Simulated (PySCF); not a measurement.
H₉Si₄, SMILES [SiH3][Si]([SiH3])[SiH3], multiplicity 2. Atoms are numbered in the order given.

```xyz
13

Si    -1.9751    -1.1403     0.0910
Si     0.0000     0.0000    -0.3994
Si     0.0000     2.2807     0.0910
Si     1.9751    -1.1403     0.0910
H     -3.1415    -0.4077    -0.4898
H     -2.1842    -1.2611     1.5694
H     -1.9239    -2.5168    -0.4898
H     -1.2177     2.9245    -0.4898
H      1.2177     2.9245    -0.4898
H      0.0000     2.5222     1.5694
H      2.1842    -1.2611     1.5694
H      3.1415    -0.4077    -0.4898
H      1.9239    -2.5168    -0.4898
```
Charge 0, spin multiplicity 2.

Geometry optimised at r2SCAN-D4/def2-SVP. The isomer is the one that the SMILES or the coordinates give; other isomers of the formula were not compared.

Two levels are set side by side: PBE/pcH-1 (PySCF) and B3LYP/pcH-1 (PySCF). Contact hyperfine couplings, same geometry. Differences are taken from unrounded values.

| quantity | PBE |
|---|---|
| A(iso) of 29Si, atom Si1 (MHz) | 11.8 |
| A(iso) of 29Si, atom Si2 (MHz) | -211.2 |
| A(iso) of 29Si, atom Si3 (MHz) | 11.8 |
| A(iso) of 29Si, atom Si4 (MHz) | 11.8 |
| A(iso) of 1H, atom H5 (MHz) | 3.0 |
| A(iso) of 1H, atom H6 (MHz) | 66.7 |
| A(iso) of 1H, atom H7 (MHz) | 3.0 |
| A(iso) of 1H, atom H8 (MHz) | 3.0 |
| A(iso) of 1H, atom H9 (MHz) | 3.0 |
| A(iso) of 1H, atom H10 (MHz) | 66.7 |
| A(iso) of 1H, atom H11 (MHz) | 66.7 |
| A(iso) of 1H, atom H12 (MHz) | 3.0 |
| A(iso) of 1H, atom H13 (MHz) | 3.0 |

These are the PBE values. What does B3LYP give? (Estimate from the structure and the level; the computed values follow.)


```json
[
 {"quantity": "A(iso) of 29Si, atom Si1 (MHz)", "B3LYP": "8.8", "PBE minus B3LYP": "3.1"},
 {"quantity": "A(iso) of 29Si, atom Si2 (MHz)", "B3LYP": "-243.2", "PBE minus B3LYP": "32.0"},
 {"quantity": "A(iso) of 29Si, atom Si3 (MHz)", "B3LYP": "8.8", "PBE minus B3LYP": "3.1"},
 {"quantity": "A(iso) of 29Si, atom Si4 (MHz)", "B3LYP": "8.8", "PBE minus B3LYP": "3.1"},
 {"quantity": "A(iso) of 1H, atom H5 (MHz)", "B3LYP": "2.7", "PBE minus B3LYP": "0.3"},
 {"quantity": "A(iso) of 1H, atom H6 (MHz)", "B3LYP": "68.1", "PBE minus B3LYP": "-1.4"},
 {"quantity": "A(iso) of 1H, atom H7 (MHz)", "B3LYP": "2.7", "PBE minus B3LYP": "0.3"},
 {"quantity": "A(iso) of 1H, atom H8 (MHz)", "B3LYP": "2.7", "PBE minus B3LYP": "0.3"},
 {"quantity": "A(iso) of 1H, atom H9 (MHz)", "B3LYP": "2.7", "PBE minus B3LYP": "0.3"},
 {"quantity": "A(iso) of 1H, atom H10 (MHz)", "B3LYP": "68.1", "PBE minus B3LYP": "-1.4"},
 {"quantity": "A(iso) of 1H, atom H11 (MHz)", "B3LYP": "68.1", "PBE minus B3LYP": "-1.4"},
 {"quantity": "A(iso) of 1H, atom H12 (MHz)", "B3LYP": "2.7", "PBE minus B3LYP": "0.3"},
 {"quantity": "A(iso) of 1H, atom H13 (MHz)", "B3LYP": "2.7", "PBE minus B3LYP": "0.3"}
]
```

Rough cost on one machine, each run with all the roots and properties that it gave: B3LYP against PBE within a factor of 2.
